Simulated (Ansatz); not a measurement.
Start from `CC([SiH3])I` and change one atom or group to get `CC(C)[SiH3]`.

Ansatz, PBE0-D4/def2-TZVP geometries, multiplicity 1. 

Elements past krypton have def2 core potentials.  Spin–orbit coupling is left out; it splits and shifts lone-pair levels of the heavy atoms by tenths of an eV.

```tsv
property	`CC([SiH3])I`
LUMO energy (B3LYP/def2-TZVPP) / eV	-1.28
LUMO energy (PBE/def2-TZVPP) / eV	-1.96
HOMO energy (B3LYP/def2-TZVPP) / eV	-6.99
HOMO–LUMO gap (PBE0/def2-TZVPP) / eV	6.17
HOMO–LUMO gap (PBE/def2-TZVPP) / eV	4.14
size of the dipole moment (B3LYP/def2-TZVPP) / D	1.66
```

Q: What does the change do to each property? (An estimate is asked.)

A: The calculation gave: 
| property | `CC(C)[SiH3]` | shift |
| --- | --- | --- |
| LUMO energy (B3LYP/def2-TZVPP) / eV | 0.44 | 1.72 |
| LUMO energy (PBE/def2-TZVPP) / eV | -0.11 | 1.85 |
| HOMO energy (B3LYP/def2-TZVPP) / eV | -7.94 | -0.95 |
| HOMO–LUMO gap (PBE0/def2-TZVPP) / eV | 8.82 | 2.65 |
| HOMO–LUMO gap (PBE/def2-TZVPP) / eV | 6.77 | 2.63 |
| size of the dipole moment (B3LYP/def2-TZVPP) / D | 0.88 | -0.78 |

With PBE0 the HOMO falls by 0.90 eV and the LUMO rises by 1.76 eV, so the gap widens by about 2.66 eV. PBE moves the HOMO by -0.77 eV and ωB97M-V by -0.97 eV. Dipoles are sizes alone; their direction can turn.

B3LYP here is the variant with VWN-RPA as its local correlation; programs differ in this.
